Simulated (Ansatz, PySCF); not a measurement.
Species: AlCl, charge 0, multiplicity 3. This is an excited triplet: at this geometry the singlet lies 2.97 eV lower at CCSD(T)/CBS(aug-cc-pV(T+d)Z,aug-cc-pV(Q+d)Z). 
Structure (B3LYP-D3(BJ)/def2-TZVP (Ansatz, a first-principles code) minimum search):
```
Al
Cl 1 2.1255
```
Charge 0, spin multiplicity 3.

Dipole moments at this geometry, in debye (magnitudes).

```tsv
level	program	dipole (D)
HF/def2-TZVPD	PySCF	1.96
PBE/def2-TZVPD	Ansatz	1.45
BLYP/def2-TZVPD	Ansatz	1.48
revPBE/def2-TZVPD	Ansatz	1.46
r2SCAN/def2-TZVPD	Ansatz	1.71
B97M-V/def2-TZVPD	Ansatz	1.55
B3LYP/def2-TZVPD	PySCF	1.66
BHLYP/def2-TZVPD	Ansatz	1.86
TPSSh/def2-TZVPD	PySCF	1.56
r2SCANh/def2-TZVPD	Ansatz	1.76
PW6B95/def2-TZVPD	PySCF	1.70
MN15/def2-TZVPD	PySCF	___
HSE06/def2-TZVPD	Ansatz	1.66
CCSD(T)/aug-cc-pV(D+d)Z	Ansatz	___
```

Q: Some entries are withheld; supply them.

A: 
- MN15/def2-TZVPD, dipole (D): 1.90
- CCSD(T)/aug-cc-pV(D+d)Z, dipole (D): 1.65
